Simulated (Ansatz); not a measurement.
`BO[SiH3]` and `[SiH3][O][ZnH]` differ in one atom or group.

Ansatz, PBE0-D4/def2-TZVP geometries, multiplicity 1. 

Scalar relativity is left out up to krypton.

```csv
property,`BO[SiH3]`
HOMO–LUMO gap (ωB97M-V/def2-TZVPP) / eV,12.08
HOMO–LUMO gap (PBE/def2-TZVPP) / eV,5.35
HOMO energy (PBE/def2-TZVPP) / eV,-7.03
"ideal-gas entropy at 298 K and 1 bar (rigid rotor, harmonic PBE0-D4/def2-TZVP) / J/(mol·K)",292
LUMO energy (PBE0/def2-TZVPP) / eV,-0.65
LUMO energy (B3LYP/def2-TZVPP) / eV,-0.91
```

Task: What does the change do to each property? (Estimate.)

Result: Ansatz gave: 
```
                                                                                  property  `[SiH3][O][ZnH]`  shift
                                                   HOMO–LUMO gap (ωB97M-V/def2-TZVPP) / eV             11.39  -0.69
                                                       HOMO–LUMO gap (PBE/def2-TZVPP) / eV              5.43   0.08
                                                         HOMO energy (PBE/def2-TZVPP) / eV             -6.81   0.22
ideal-gas entropy at 298 K and 1 bar (rigid rotor, harmonic PBE0-D4/def2-TZVP) / J/(mol·K)               331     39
                                                        LUMO energy (PBE0/def2-TZVPP) / eV             -0.53   0.12
                                                       LUMO energy (B3LYP/def2-TZVPP) / eV             -0.82   0.09
```

With PBE0 the HOMO rises by 0.29 eV and the LUMO rises by 0.12 eV, so the gap narrows by about 0.17 eV. PBE moves the HOMO by 0.22 eV and ωB97M-V by 0.33 eV. The zero-point energy changes by -40.1 kJ/mol with -3 modes. Modes under 60 cm⁻¹, often nearly free rotors, make the harmonic entropy too high.

B3LYP here is the variant with VWN-RPA as its local correlation; programs differ in this.
